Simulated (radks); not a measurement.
Results of a calculation; reference values are marked as such.
Ionisation of neutral oxygen, [He] 2s2 2p4, to O+, [He] 2s2 2p3, under several functionals. Dirac Kohn-Sham, spin-unpolarised, spherical densities, point nucleus; open shells fill j = l - 1/2 first; a radial shooting solver on a logarithmic mesh with Libxc functionals.

[
 {"functional": "exchange-only B88", "E(O) (hartree)": "-74.80716", "Exc (hartree)": "-8.06993", "IE (eV)": "15.471", "-e(HOMO) (eV)": "8.135", "<r> HOMO (bohr)": "1.277", "IE error (eV)": "+1.853"},
 {"functional": "OLYP", "E(O) (hartree)": "-75.06209", "Exc (hartree)": "-8.34581", "IE (eV)": "16.370", "-e(HOMO) (eV)": "8.953", "<r> HOMO (bohr)": "1.269", "IE error (eV)": "+2.752"},
 {"functional": "LDA (Slater exchange, Perdew-Zunger correlation)", "E(O) (hartree)": "-74.52588", "Exc (hartree)": "-7.77112", "IE (eV)": "16.564", "-e(HOMO) (eV)": "9.181", "<r> HOMO (bohr)": "1.265", "IE error (eV)": "+2.946"},
 {"functional": "HCTH/407", "E(O) (hartree)": "-75.05036", "Exc (hartree)": "-8.33507", "IE (eV)": "16.707", "-e(HOMO) (eV)": "9.280", "<r> HOMO (bohr)": "1.263", "IE error (eV)": "+3.089"},
 {"functional": "exchange-only PBE", "E(O) (hartree)": "-74.75871", "Exc (hartree)": "-8.01535", "IE (eV)": "15.484", "-e(HOMO) (eV)": "8.167", "<r> HOMO (bohr)": "1.282", "IE error (eV)": "+1.866"},
 {"functional": "AM05", "E(O) (hartree)": "-74.60414", "Exc (hartree)": "-7.85536", "IE (eV)": "16.322", "-e(HOMO) (eV)": "8.940", "<r> HOMO (bohr)": "1.266", "IE error (eV)": "+2.704"},
 {"functional": "PBE", "E(O) (hartree)": "-75.00273", "Exc (hartree)": "-8.27579", "IE (eV)": "16.411", "-e(HOMO) (eV)": "9.013", "<r> HOMO (bohr)": "1.267", "IE error (eV)": "+2.793"},
 {"functional": "XLYP", "E(O) (hartree)": "-75.13225", "Exc (hartree)": "-8.40946", "IE (eV)": "16.457", "-e(HOMO) (eV)": "9.054", "<r> HOMO (bohr)": "1.270", "IE error (eV)": "+2.839"}
]

NIST Atomic Spectra Database: 13.618 eV (measured). Closest: exchange-only B88. The Delta-SCF values span 1.24 eV, the total energies 0.61 hartree. The highest occupied level is 2p3/2. Spin polarisation and multiplet splitting are left out, so open shells lie too high by an amount that depends on their filling.

Beside tabulated values, note that spin-unpolarised runs miss the spin-polarisation part of the exchange energy of open shells.
